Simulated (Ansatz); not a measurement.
Molecular dynamics of Cl₂H₄N₂Ti

The input (input.yaml):

```yaml
crystal:
  periodic: [false, false, false]
  atoms:
    - { symbol: Ti, position_ang: [0.012246, -0.009609, 0.003491] }
    - { symbol: "N", position_ang: [0.062282, -0.005624, 1.859715] }
    - { symbol: H, position_ang: [-0.786651, -0.030745, 2.426415] }
    - { symbol: H, position_ang: [0.889791, 0.019646, 2.451539] }
    - { symbol: "N", position_ang: [1.781206, 0.023144, -0.533608] }
    - { symbol: H, position_ang: [2.327691, -0.809266, -0.755606] }
    - { symbol: H, position_ang: [2.283628, 0.870279, -0.799413] }
    - { symbol: Cl, position_ang: [-1.017323, 1.826519, -0.709249] }
    - { symbol: Cl, position_ang: [-0.95827, -1.884344, -0.692585] }
basis:
  gaussian: { orbitals: def2-SVP }
hamiltonian:
  xc: b3lyp
md:
  timestep: 1.0
  n_steps: 150
  ensemble: nvt_langevin
  temperature: 100.0
  initial_velocities: maxwell_boltzmann
  seed: 429341
  friction: 0.001
```

Run as:

```bash
$ ansatz run input.yaml --threads 2 --pin off --max-ram 3072MiB --backend cpu --events-out ev --progress --plain --runs-dir out
```

It starts from a relaxed structure.

Output, in part (one step line in 6, the closing report, with atoms numbered from 0):

```
md step     0: t =     0.00 fs  T =    88.9 K  F+E_penalty+E_count = -51199.55630482 eV  E_kin = 0.103408 eV  (31 SCF iters)
md step     6: t =     6.00 fs  T =    60.2 K  F+E_penalty+E_count = -51199.53235800 eV  E_kin = 0.069997 eV  (36 SCF iters)
md step    12: t =    12.00 fs  T =    40.6 K  F+E_penalty+E_count = -51199.50847389 eV  E_kin = 0.047275 eV  (29 SCF iters)
md step    18: t =    18.00 fs  T =    37.9 K  F+E_penalty+E_count = -51199.50300332 eV  E_kin = 0.044036 eV  (32 SCF iters)
md step    24: t =    24.00 fs  T =    41.6 K  F+E_penalty+E_count = -51199.50245812 eV  E_kin = 0.048439 eV  (36 SCF iters)
md step    30: t =    30.00 fs  T =    45.0 K  F+E_penalty+E_count = -51199.50120942 eV  E_kin = 0.052388 eV  (36 SCF iters)
md step    36: t =    36.00 fs  T =    55.7 K  F+E_penalty+E_count = -51199.50800478 eV  E_kin = 0.064847 eV  (36 SCF iters)
md step    42: t =    42.00 fs  T =    46.7 K  F+E_penalty+E_count = -51199.49390013 eV  E_kin = 0.054381 eV  (36 SCF iters)
md step    48: t =    48.00 fs  T =    33.6 K  F+E_penalty+E_count = -51199.47900846 eV  E_kin = 0.039041 eV  (36 SCF iters)
md step    54: t =    54.00 fs  T =    40.8 K  F+E_penalty+E_count = -51199.48710671 eV  E_kin = 0.047435 eV  (36 SCF iters)
md step    60: t =    60.00 fs  T =    50.0 K  F+E_penalty+E_count = -51199.49755485 eV  E_kin = 0.058142 eV  (36 SCF iters)
md step    66: t =    66.00 fs  T =    51.1 K  F+E_penalty+E_count = -51199.49998550 eV  E_kin = 0.059466 eV  (36 SCF iters)
md step    72: t =    72.00 fs  T =    52.7 K  F+E_penalty+E_count = -51199.50163261 eV  E_kin = 0.061344 eV  (36 SCF iters)
md step    78: t =    78.00 fs  T =    62.1 K  F+E_penalty+E_count = -51199.51213290 eV  E_kin = 0.072291 eV  (36 SCF iters)
md step    84: t =    84.00 fs  T =    63.0 K  F+E_penalty+E_count = -51199.51735264 eV  E_kin = 0.073255 eV  (36 SCF iters)
md step    90: t =    90.00 fs  T =    63.0 K  F+E_penalty+E_count = -51199.51528504 eV  E_kin = 0.073235 eV  (36 SCF iters)
md step    96: t =    96.00 fs  T =    51.8 K  F+E_penalty+E_count = -51199.50153513 eV  E_kin = 0.060287 eV  (36 SCF iters)
md step   102: t =   102.00 fs  T =    53.1 K  F+E_penalty+E_count = -51199.50302165 eV  E_kin = 0.061764 eV  (36 SCF iters)
md step   108: t =   108.00 fs  T =    60.3 K  F+E_penalty+E_count = -51199.51504135 eV  E_kin = 0.070123 eV  (36 SCF iters)
md step   114: t =   114.00 fs  T =    59.0 K  F+E_penalty+E_count = -51199.50947201 eV  E_kin = 0.068582 eV  (36 SCF iters)
md step   120: t =   120.00 fs  T =    47.2 K  F+E_penalty+E_count = -51199.49433562 eV  E_kin = 0.054916 eV  (36 SCF iters)
md step   126: t =   126.00 fs  T =    42.7 K  F+E_penalty+E_count = -51199.48568274 eV  E_kin = 0.049671 eV  (36 SCF iters)
md step   132: t =   132.00 fs  T =    28.4 K  F+E_penalty+E_count = -51199.47521484 eV  E_kin = 0.033094 eV  (36 SCF iters)
md step   138: t =   138.00 fs  T =    31.8 K  F+E_penalty+E_count = -51199.47724039 eV  E_kin = 0.037011 eV  (29 SCF iters)
md step   144: t =   144.00 fs  T =    60.5 K  F+E_penalty+E_count = -51199.51549160 eV  E_kin = 0.070352 eV  (36 SCF iters)
md step   150: t =   150.00 fs  T =    68.6 K  F+E_penalty+E_count = -51199.52329837 eV  E_kin = 0.079777 eV  (32 SCF iters)
Total energy: -51199.52366092 eV, -1881.5477902550 hartree
Atom 0 at     0.072304     0.006757     0.011168 Å, force     0.002635    -0.107933    -0.119258 eV/Å
Atom 1 at     0.162862    -0.072478     1.868945 Å, force    -0.533635    -0.079113    -0.552124 eV/Å
Atom 2 at    -0.688042    -0.185520     2.423229 Å, force     0.047141     0.013051     0.014169 eV/Å
Atom 3 at     0.961000     0.072936     2.457791 Å, force     0.578498     0.050559     0.441213 eV/Å
Atom 4 at     1.786315     0.157635    -0.683601 Å, force    -0.172903     0.478675     0.230700 eV/Å
Atom 5 at     2.254634    -0.605111    -1.158484 Å, force     0.228071    -0.203406    -0.130598 eV/Å
Atom 6 at     2.224998     1.063198    -0.894888 Å, force    -0.105673    -0.347700     0.053734 eV/Å
Atom 7 at    -1.003638     1.848550    -0.569042 Å, force    -0.116324     0.147223    -0.006852 eV/Å
Atom 8 at    -0.928584    -1.810234    -0.800401 Å, force     0.072190     0.048645     0.069016 eV/Å
Dipole moment:     0.616597     0.038469     0.351003 e Å
```

The run went to its last step. The mean temperature of the second half is 47 % below the set value. A run of 0.15 ps of so small a system gives no equilibrium averages.

The same pairs are bonded in the first frame and the last. Pairs count as bonded within 1.25 times the sum of covalent radii (0.12 Å more for H–H).

Last frame:

```xyz
9
Properties=species:S:1:pos:R:3
Ti 0.072 0.007 0.011
N 0.163 -0.072 1.869
H -0.688 -0.185 2.423
H 0.961 0.073 2.458
N 1.786 0.158 -0.684
H 2.255 -0.605 -1.159
H 2.225 1.063 -0.895
Cl -1.004 1.849 -0.569
Cl -0.929 -1.810 -0.800
```

Run time: 6.3 min on 2 threads of Intel(R) Xeon(R) 6975P-C (Granite Rapids) (shared host), peak memory 0.33 GiB.
